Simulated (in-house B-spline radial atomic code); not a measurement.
Checks on a self-consistent run for In⁶⁺, 1s1 2s2 2p6 3s2 3p6 3d10 4s2 4p6 4d8. Computed with a radial B-spline atomic code at the basis-set limit: Dirac-Hartree-Fock, average of configuration, Fermi nucleus of rms radius 4.6156 fm.

```
orbital    q       ε (Eh)    <1/r>        <r²>  small-component weight
  1s1/2    1  -1062.73677  52.0827  0.00118848                0.032603
  2s1/2    2   -167.17334  12.2895   0.0188253               0.0071402
  2p1/2    2   -157.58563  12.2164   0.0138845               0.0070885
  2p3/2    4   -149.24432  11.3991   0.0151637               0.0067806
  3s1/2    2    -36.32777  4.35577    0.132016               0.0020759
  3p1/2    2    -31.99817  4.26209    0.125916               0.0020116
  3p3/2    4    -30.42794  4.06499    0.133977               0.0019308
  3d3/2    4    -22.35217  3.90772    0.114906               0.0018104
  3d5/2    6    -22.02540  3.85519    0.117347                0.001785
  4s1/2    2     -8.84761  1.69482    0.752325              0.00054551
  4p1/2    2     -7.25107   1.5948     0.82722              0.00049473
  4p3/2    4     -6.95513  1.53787    0.874161               0.0004739
  4d3/2  3.2     -4.33337  1.31332     1.15519              0.00036356
  4d5/2  4.8     -4.28728  1.29778     1.17816               0.0003572
```

Electron-electron repulsion V_ee = 1957.2150 hartree.

(1) What total energy follows from the eigenvalues?

(2) Does the Dirac virial theorem hold?

(3) What diamagnetic shielding (Lamb formula) and susceptibility (Langevin formula) do the radii give?

## Answers

(1) The eigenvalues count the repulsion twice, so E = Σqε - V_ee = -2883.620 - 1957.215 = -4840.835 hartree; the run printed -4840.835.

(2) For a point nucleus E = -2c²Σq·w, with w the small-component weight. Here Σq·w = 0.12889 and c = 137.0360, so the ratio E/(-2c²Σq·w) is 1.000031; the finite nucleus accounts for the departure from 1.

(3) σ = (α²/3)Σq<1/r> = 242.111/(3·137.036²) = 4297.6 ppm, and χ = -0.79199×10⁻⁶·Σq<r²> = -14.53×10⁻⁶ cm³/mol with Σq<r²> = 18.35 bohr². Both are non-relativistic formulas without the paramagnetism of open shells.
